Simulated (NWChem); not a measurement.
System: CH7NOSi; SMILES CO[SiH2]N

Input file for NWChem:

```
start job
memory heap 200 mb stack 900 mb global 1100 mb
geometry units angstroms noautoz
  Si    -0.411739    -0.514773    -0.000247
  N      0.470840    -1.992016     0.000367
  O      0.580175     0.826240    -0.000689
  C      0.064359     2.146434    -0.000621
  H     -1.257047    -0.499265    -1.226264
  H     -1.257200    -0.498290     1.225660
  H      0.979919    -2.265517     0.832720
  H      0.979973    -2.266182    -0.831735
  H     -0.547997     2.346088    -0.892146
  H     -0.547255     2.346289     0.891382
  H      0.907485     2.844460    -0.000974
end
basis spherical
  * library def2-svp
end
dft
  xc pbe0
  iterations 150
  mulliken
end
task dft energy
```

Structure relaxed at the B3LYP/6-31G* (spherical d) level.

### Question
Predict the main results of this run. (PBE0/def2-SVP.) Quantities: energy (Ha); highest occupied level (eV); orbital gap (eV); dipole (D).

### Answer
* **energy (Ha)**: -461.29
* **highest occupied level (eV)**: -7.55
* **orbital gap (eV)**: 9.01
* **dipole (D)**: 0.55
